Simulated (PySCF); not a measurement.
31P chemical shifts

- GIAO PBE0/pcSseg-1 shieldings
- geometry: GFN2-xTB
- program: PySCF 2.14.0 with density-fitted response routines
- one averaged value for each set of equivalent atoms, relativity neglected, isolated molecule, single conformer

Shieldings were converted by a linear fit to measured shifts: 31P: δ = 270.09 − 0.828σ (rms 18.1 ppm, 64 shifts vs H3PO4, solution or neat liquid). A few per cent of atoms miss by over 2 rms, more outside the fitted compound classes.

Task: Give the 31P shifts of `CC#C[P@@](C)(=O)C(C)C`, `CC[P@@H](=O)C1=CCCC1`, `C=[P@@]1(C)C=C(OC)CC1`, `C[C@H]1C[P@](=O)(C2CC2)C1`.

Result: 
```
                 compound                                        environment  δ (ppm)
    CC#C[P@@](C)(=O)C(C)C                        phosphorus bonded to 3 C, O      0.5
     CC[P@@H](=O)C1=CCCC1                     phosphorus bonded to 2 C, O, H      0.7
    C=[P@@]1(C)C=C(OC)CC1     phosphorus bonded to 4 C, in a 5-membered ring     18.1
C[C@H]1C[P@](=O)(C2CC2)C1  phosphorus bonded to 3 C, O, in a 4-membered ring     10.7
```

Task: Order these by 31P shift, lowest first.
A. C#C[P@@](C)(=O)C(C)(C)C
B. CCC[P@@]1(=O)C=C1CC
C. C[Si](C)(C)P1CCC1

Result: B (-72.8 ppm, phosphorus bonded to 3 C, O, in a 3-membered ring), C (-56.2 ppm, phosphorus bonded to 2 C, Si, in a 4-membered ring), A (11.9 ppm, phosphorus bonded to 3 C, O).
